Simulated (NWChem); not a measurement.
# Si$_{5}$H$_{9}$, doublet; SMILES [SiH2]1[SiH2][SiH][SiH2][SiH2]1

All runs: NWChem. Spin-unrestricted. No stability test was run on the SCF state. Each level has its own optimisation. Brackets give each atom's bonded neighbours. One conformer.

| level | r H–Si [H(Si)–Si(HSiSi)] (Å) | dipole (D) |
|---|---|---|
| UHF/3-21G | 1.490 | 0.17 |
| UHF/STO-3G | 1.430 | 0.84 |
| PBE0/def2-SVP | 1.497 | 0.10 |
